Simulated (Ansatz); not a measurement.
`O[SiH](O)/C=C\[SiH2]Cl` + H₂ → `C=C[SiH2]Cl` + `O[SiH2]O`  (hydrogenolysis of a C–Si bond)

Program: Ansatz. Geometries: PBE0-D4/def2-TZVP. ΔE: electronic, gas phase. CBS: MP2 limit from def2 TZ/QZ plus the TZ coupled-cluster correction, frozen cores. This one scheme is used for every species. Functionals use def2-TZVPP. One conformer a species, not always the lowest.

Task: Is it downhill or uphill in electronic energy at CCSD(T)/CBS, and by how much? (An estimate is asked.)

Result: Ansatz gave: Downhill: ΔE = -12.4 kJ/mol.

Task: What do these levels give: PBE-D4, ωB97X-V, ωB97M-V, HF/def2-TZVPP, CCSD(T)/def2-TZVPP, MP2/CBS(def2)? (Estimate.)

Result: Ansatz gave: PBE-D4 -5.8, ωB97X-V -14.0, ωB97M-V -9.7, HF/def2-TZVPP -48.7, CCSD(T)/def2-TZVPP -14.1, MP2/CBS(def2) -7.6 kJ/mol.

Largest T1 diagnostic among the species: 0.011.

In def2-TZVPP, CCSD(T) changes the Hartree–Fock value by +34.6 kJ/mol (the triples alone add +6.8 kJ/mol) and MP2 by +39.5 kJ/mol. The D4 term adds +20.1 kJ/mol with B3LYP and +11.2 kJ/mol with PBE0; it sums over pairs of atoms, weighted by their polarisabilities, and B3LYP, whose exchange is more repulsive, gets the larger term.

B3LYP here is the variant with VWN-RPA as its local correlation; programs differ in this.
